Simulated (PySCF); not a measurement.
Ga(I)(Me)2 (C2H6GaI), SMILES [CH3][Ga]([CH3])[I].

Geometry optimised at PBE0-D3(BJ)/def2-SVP. The structure was generated by enumeration; whether it is a known compound was not checked. The def2 effective core potentials stand for the cores of I; spin–orbit coupling is left out.

Level of theory: TDDFT-PBE/def2-SVPD (PySCF).

Vertical excitations.  State labels are in the subgroup Cs.

Question: List the lowest excited states. (The exact figures need the calculation; the answer reports its results.)

Answer: 
```csv
state,symmetry,energy (eV),λ (nm),f,main pairs
S1,A",4.08,304,0.000,HOMO→LUMO 100 %
S2,A',4.74,262,0.047,HOMO−1→LUMO 95 %
S3,A",4.98,249,0.062,HOMO→LUMO+1 97 %
S4,A',5.29,235,0.035,HOMO−1→LUMO+1 97 %
S5,A',5.30,234,0.001,HOMO−2→LUMO 97 %
S6,A",5.44,228,0.000,HOMO−3→LUMO 100 %
S7,A",5.81,213,0.000,HOMO→LUMO+2 98 %
S8,A',6.16,201,0.000,HOMO−1→LUMO+2 99 %
S9,A',6.28,197,0.131,"HOMO−2→LUMO+1 74 %, HOMO→LUMO+3 15 %"
S10,A",6.42,193,0.121,HOMO−3→LUMO+1 84 %
T1,A",3.98,311,0,HOMO→LUMO 100 %
T2,A',4.19,296,0,HOMO−1→LUMO 99 %
T3,A",4.71,263,0,HOMO→LUMO+1 99 %
T4,A',4.97,250,0,"HOMO−2→LUMO 63 %, HOMO−1→LUMO+1 36 %"
```
Triplets are in the Tamm–Dancoff approximation, which puts them higher than full response would, so one can lie above its singlet here.
